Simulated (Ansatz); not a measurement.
## Which is lower?

The two ends of one reaction step of C$_{2}$H$_{7}$In, singlet (PBE0-D4/def2-TZVP).

A:

| atom | x (Å) | y (Å) | z (Å) |
| --- | --- | --- | --- |
| In1 | -0.4061 | -0.4400 | -0.4977 |
| H2 | -1.2972 | -1.4182 | -1.6234 |
| C3 | -0.4150 | 1.7058 | -0.7284 |
| H4 | -0.0481 | 1.9770 | -1.7209 |
| C5 | 0.6976 | -1.3921 | 1.0938 |
| H6 | -1.4367 | 2.0838 | -0.6438 |
| H7 | 0.2042 | 2.1963 | 0.0231 |
| H8 | 0.1062 | -2.1867 | 1.5521 |
| H9 | 0.9931 | -0.6763 | 1.8616 |
| H10 | 1.6020 | -1.8497 | 0.6838 |

B:

```
10
angstrom
In -0.1044 0.4011 0.5007
H -0.8908 -0.8469 -2.0189
C -0.3617 2.1590 -0.3668
H -0.5171 -0.2141 -2.1729
C 0.7270 -1.4439 1.1316
H -1.1645 2.2045 -1.1014
H -0.3180 3.0325 0.2813
H -0.0636 -2.1637 1.3422
H 1.3056 -1.2843 2.0433
H 1.3875 -1.8440 0.3611
```

Computed with Ansatz 0.2.0 (basis: def2-TZVPP); correlated methods freeze the cores. Filled d shells of the heavier atoms are correlated. Core potentials replace the inner electrons of the atoms past krypton. The def2 sets are not built for correlating such inner shells, so the correlated values are less sure here. B3LYP uses VWN-RPA correlation.

Task: Which structure is lower at CCSD(T), and by how much? (To be estimated.)

Result: The calculation gives: A, by 52.89 kcal/mol (electronic energy, against the other). By their contacts, A is C₂H₇In ([CH3][InH][CH3]) and B is a complex of C₂H₅In ([CH2][In][CH3]) + H₂.

All methods give the same order:

```
      method  E(B) − E(A) (kcal/mol)
       SPW92                   53.62
      PBE-D4                   49.46
     BLYP-D4                   46.21
   r2SCAN-D4                   52.73
      B97M-V                   55.38
     PBE0-D4                   55.65
    B3LYP-D4                   51.81
  r2SCAN0-D4                   57.05
    BHLYP-D4                   58.51
CAM-B3LYP-D4                   57.19
     wB97X-V                   59.49
     wB97M-V                   57.50
      B2PLYP                   52.01
    PBE-QIDH                   57.38
  RPA on PBE                   51.18
          HF                   65.34
         MP2                   51.06
        CCSD                   55.89
     CCSD(T)                   52.89
```

No T1 diagnostic of these runs exceeds 0.017. The restricted Hartree–Fock reference is unstable towards an unrestricted one at one or more of these structures.

Labels in which every atom is bracketed show which atoms are joined, not bond orders.

For scale, one of the runs: CCSD(T)/def2-TZVPP, 210 basis functions, launched by `ansatz run in.yaml --threads 4 --pin off --events-out ev --progress --plain --max-ram 9574MiB`. Hardware: 4 CPU threads of an Arm Neoverse V2, shared host. Wall time 71 s; peak host memory 3.2 GiB.
